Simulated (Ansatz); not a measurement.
`C[O][In]([F])[Cl]` + `C=C` → `C=[CH][In]([F])[Cl]` + CH₃OH at 400 K and 1 bar (formal exchange of groups at the In–O bond).

Gas-phase electronic energies from Ansatz, PBE0-D4/def2-TZVP geometries. CBS: MP2 limit from def2 TZ/QZ plus the TZ coupled-cluster correction, frozen cores. This one scheme is used for every species. Elements past krypton have def2 core potentials. For In outer-core shells are correlated without core-valence functions, which leaves a few kJ/mol of doubt a bond. One conformer a species, not always the lowest.

```
              species  CCSD(T)/CBS energy (Eh)  H − E (kJ/mol)  S (J/(mol·K))
  `C[O][In]([F])[Cl]`               -864.49222           149.6          424.3
                `C=C`                -78.48111           149.4          232.7
`C=[CH][In]([F])[Cl]`               -827.35046           149.5          406.0
                CH₃OH               -115.61712           151.2          252.6
```

H − E and S are ideal-gas, rigid-rotor, harmonic terms from PBE0-D4/def2-TZVP, for one conformer and one mirror image of each species. 1 Eh = 2625.50 kJ/mol, R = 8.31446 J/(mol·K).

Question: By hand: ΔE, ΔH, ΔS and ΔG.

Answer: ΔE = (-827.35046) + (-115.61712) − (-864.49222) − (-78.48111) = 0.00575 Eh = 15.1 kJ/mol. Δ(H − E) = 149.5 + 151.2 − 149.6 − 149.4 = 1.7, so ΔH = 16.8 kJ/mol. ΔS = 406.0 + 252.6 − 424.3 − 232.7 = 1.6 J/(mol·K). ΔG = 16.8 − 400 × (1.6)/1000 = 16.2 kJ/mol.

Question: By hand: the equilibrium constant, and the temperature at which ΔG would vanish if ΔH and ΔS stayed fixed.

Answer: log₁₀ K = −ΔG/(RT ln 10) = -2.1. ΔG = 0 at ΔH/ΔS = 10500 K, far beyond where these terms or the molecules hold.

The number of gas molecules stays the same, so ΔS is small and ΔH decides. A doubt of 5 kJ/mol in ΔE shifts log₁₀ K by 0.7 here. Other conformers and mirror images would add mixing entropy, several J/(mol·K) or more a flexible species. Modes under 60 cm⁻¹, often nearly free rotors, make the harmonic entropy too high. These are equilibria of isolated gas molecules and say nothing of rates. Largest T1 diagnostic: 0.016 (customary marks: 0.02 for closed shells, 0.045 for open ones).
